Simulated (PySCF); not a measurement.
silole (C4H6Si), SMILES C1=C[SiH2]C=C1.

Geometry: TPSSh-D3(BJ)/def2-SVP.

Level of theory: TPSSh-D3(BJ)/def2-SVP (PySCF).

Frequencies are harmonic and unscaled.

```csv
mode,ν (cm⁻¹),IR (km/mol),moving atoms (share of kinetic energy)
1,240,0.3,"H 51 %, C 47 %"
2,375,0.0,"H 54 %, C 46 %"
3,494,16.9,"Si 49 %, C 45 %"
4,547,4.3,"H 67 %, C 18 %, Si 15 %"
5,620,2.5,"C 66 %, Si 28 %"
6,678,0.0,"H 75 %, C 25 %"
7,706,9.4,"H 77 %, C 23 %"
8,735,154.9,"H 79 %, C 16 %"
9,753,0.3,"C 69 %, H 21 %, Si 10 %"
10,766,0.0,"H 75 %, C 25 %"
11,884,83.4,"H 43 %, C 42 %, Si 14 %"
12,942,41.0,"H 68 %, C 31 %"
13,969,70.2,"H 63 %, C 33 %"
14,1004,0.0,"H 72 %, C 28 %"
15,1004,0.2,"H 79 %, C 21 %"
16,1100,10.7,H 95 %
17,1110,2.2,"H 82 %, C 18 %"
18,1302,4.2,"H 70 %, C 30 %"
19,1364,11.2,"H 55 %, C 45 %"
20,1553,4.2,C 96 %
21,1624,1.7,"C 89 %, H 11 %"
22,2243,112.6,H 96 %
23,2247,105.1,H 98 %
24,3146,10.8,"H 92 %, C 8 %"
25,3160,30.1,"H 92 %, C 8 %"
26,3209,6.7,"H 91 %, C 9 %"
27,3211,1.5,"H 91 %, C 9 %"
```
